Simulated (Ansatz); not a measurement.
A nudged elastic band was laid between two geometries of H3O2Sn (6 atoms, charge 0, multiplicity 2).

The calculation used UKS PBE0-D4/def2-SVP (Ansatz).

```yaml
movable_images: 8
climbing_image: no
spring: 5.0 eV/Å²
optimiser: quadratic models (default)
start_path: through a guess of the saddle point
force_threshold: 0.05 eV/Å
iteration_limit: 60
end_points: relaxed
```

First end point:

```xyz
6
Properties=species:S:1:pos:R:3
O -1.293 -0.680 -0.233
Sn 0.408 0.294 -0.640
O 1.411 -0.018 1.047
H -1.863 -0.794 -1.002
H 0.147 2.030 -0.629
H 1.233 -0.895 1.410
```

Last end point:

```xyz
6
Properties=species:S:1:pos:R:3
O -1.139 -0.340 -0.477
Sn 1.163 -0.339 -1.211
O 0.948 0.380 0.742
H -1.639 0.408 -0.828
H -0.654 0.012 0.326
H 1.364 -0.185 1.403
```

Q: Which bonds break or form, and what moves?

A: Bonds broken: Sn2–H5. Bonds formed: O1–H5.

Q: What energy profile does the band end with?

A: The forces met the threshold. The highest image is number 4 of 0 to 9, 97.3 kJ/mol above the first end and 180.2 kJ/mol above the last; the last end lies 82.9 kJ/mol below the first. Neighbouring images differ by up to 1.2 eV, so the band resolves the path poorly. No image climbed, so the highest image needn't sit at the top of the path.

| image | path coordinate (Å) | energy (kJ/mol) | Sn2–H5 (Å) | O1–H5 (Å) |
| --- | --- | --- | --- | --- |
| 0 | 0.00 | 0.0 | 1.76 | 3.09 |
| 1 | 0.59 | 3.0 | 1.75 | 3.04 |
| 2 | 1.18 | 9.9 | 1.75 | 2.90 |
| 3 | 1.77 | 58.3 | 1.76 | 2.30 |
| 4 | 2.36 | 97.3 | 1.93 | 1.61 |
| 5 | 2.95 | -21.5 | 2.35 | 0.99 |
| 6 | 3.54 | -49.8 | 2.78 | 0.97 |
| 7 | 4.13 | -59.6 | 2.80 | 0.97 |
| 8 | 4.72 | -72.7 | 2.63 | 0.98 |
| 9 | 5.31 | -82.9 | 2.41 | 1.00 |

Q: What is the geometry of the highest image?

A: 
```xyz
6
Properties=species:S:1:pos:R:3
O -1.360 -0.233 -0.346
Sn 0.770 -0.133 -0.701
O 1.113 -0.195 1.269
H -1.845 -0.174 -1.184
H -0.631 1.188 -0.573
H 1.994 -0.517 1.488
```

Time of the run: 3.4 min on 2 threads of Arm Neoverse V1, with other jobs on the host, peak memory 0.18 GiB.
